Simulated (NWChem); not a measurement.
Species: GeSiH4Cl2; SMILES Cl[SiH2][GeH2][Cl]

```xyz
8

Cl     0.5003    -2.5456    -0.4550
Si    -0.7610    -1.2735     0.6037
Ge    -0.6210     0.9657    -0.2648
Cl     1.3136     1.8224     0.3283
H     -0.3676    -1.2995     2.0328
H     -2.1515    -1.7757     0.4535
H     -0.6690     1.0345    -1.8062
H     -1.6984     1.8931     0.3454
```
Atoms are numbered in this order, from 1.

Computed with NWChem. Pople sets run with spherical d functions. STO-3G and 3-21G are far too small for this property and stand as cheap habits. All runs use the structure optimised with B3LYP/6-31G* (spherical d). B3LYP is NWChem's, with the RPA form of VWN correlation. GIAO values for the isolated, static molecule; σ is the absolute isotropic shielding, δ = σ(reference) − σ with the isolated reference molecule computed at the same levels (1H: tetramethylsilane, 29Si: tetramethylsilane).

```
level                                 δ Si2 (ppm)  σ Ge3 (ppm)  σ Cl4 (ppm)  δ H5 (ppm)  δ H6 (ppm)  δ H7 (ppm)  δ H8 (ppm)
------------------------------------  -----------  -----------  -----------  ----------  ----------  ----------  ----------
PBE0/pcSseg-1                               -11.9       1397.6       1042.3        5.55        5.46        5.67        5.59
B3LYP/6-311G**                              -10.9       1368.7       1004.2        5.57        5.52        5.90        5.85
LDA (Slater exchange, VWN5)/pcSseg-1   (withheld)   (withheld)       1005.8  (withheld)  (withheld)  (withheld)  (withheld)
Hartree-Fock/STO-3G                         -31.2       2340.4       1275.3        2.92        2.73        2.82        2.71
```

Problem. Fill in the missing entries.

Solution. 
- LDA (Slater exchange, VWN5)/pcSseg-1, δ Si2 (ppm): -5.5
- LDA (Slater exchange, VWN5)/pcSseg-1, σ Ge3 (ppm): 1285.6
- LDA (Slater exchange, VWN5)/pcSseg-1, δ H5 (ppm): 6.01
- LDA (Slater exchange, VWN5)/pcSseg-1, δ H6 (ppm): 5.96
- LDA (Slater exchange, VWN5)/pcSseg-1, δ H7 (ppm): 6.20
- LDA (Slater exchange, VWN5)/pcSseg-1, δ H8 (ppm): 6.15
